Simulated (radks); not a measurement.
Values are calculated unless marked as measured or tabulated.
The platinum ion Pt+ inside a hard spherical wall (all orbitals vanish at R), configuration held at [Xe] 4f14 5d9 and not refilled when levels cross. Code: a radial shooting solver on a logarithmic mesh with Libxc functionals. Model: scalar-relativistic Kohn-Sham, PBE, spin-polarised, spherical densities, finite nucleus; open shells are filled with parallel spins first (spin-orbit coupling, left out, can overturn this in heavy ions); Fermi nuclear charge, rms radius 5.427 fm. Eigenvalues in eV for spin up, with the zero of energy where the potential of the charges vanishes at infinity; a dash marks a level that is unbound or too diffuse for the functional's potential to be trusted. A positive occupied level is held by the wall or, in an anion where self-interaction has pushed it up, behind a barrier. The pressure on the wall is -dE/dV.

R (bohr) = free: E (hartree) -18409.3477; kinetic (hartree) 20520.821; e(5s) -110.19; e(4f) -78.308; e(5p) -64.571; e(5d) -14.598; e(6s, empty) -13.049; e(6p, empty) -6.752; pressure (GPa) 0
R (bohr) = 20: E (hartree) -18409.3477; kinetic (hartree) 20520.821; e(5s) -110.19; e(4f) -78.308; e(5p) -64.571; e(5d) -14.598; e(6s, empty) -13.049; e(6p, empty) -6.752; pressure (GPa) < 0.0001
R (bohr) = 12: E (hartree) -18409.3477; kinetic (hartree) 20520.821; e(5s) -110.19; e(4f) -78.308; e(5p) -64.571; e(5d) -14.598; e(6s, empty) -13.049; e(6p, empty) -6.751; pressure (GPa) < 0.0001
R (bohr) = 10: E (hartree) -18409.3477; kinetic (hartree) 20520.821; e(5s) -110.19; e(4f) -78.308; e(5p) -64.570; e(5d) -14.598; e(6s, empty) -13.049; e(6p, empty) -6.738; pressure (GPa) < 0.0001
R (bohr) = 8: E (hartree) -18409.3476; kinetic (hartree) 20520.822; e(5s) -110.18; e(4f) -78.300; e(5p) -64.563; e(5d) -14.591; e(6s, empty) -13.038; e(6p, empty) -6.627; pressure (GPa) 0.00652
R (bohr) = 5: E (hartree) -18409.3244; kinetic (hartree) 20521.000; e(5s) -109.41; e(4f) -77.495; e(5p) -63.821; e(5d) -13.923; e(6s, empty) -11.954; e(6p, empty) -3.836; pressure (GPa) 3.92
R (bohr) = 3: E (hartree) -18408.3730; kinetic (hartree) 20525.659; e(5s) -99.268; e(4f) -66.304; e(5p) -54.347; e(5d) -3.982; e(6s, empty) 6.749; e(6p, empty) 24.335; pressure (GPa) 514
R (bohr) = 1.5: E (hartree) -18368.2839; kinetic (hartree) 20679.751; e(5s) -2.219; e(4f) 40.667; e(5p) 53.981; e(5d) 133.87; e(6s, empty) 321.73; e(6p, empty) 387.52; pressure (GPa) 138000
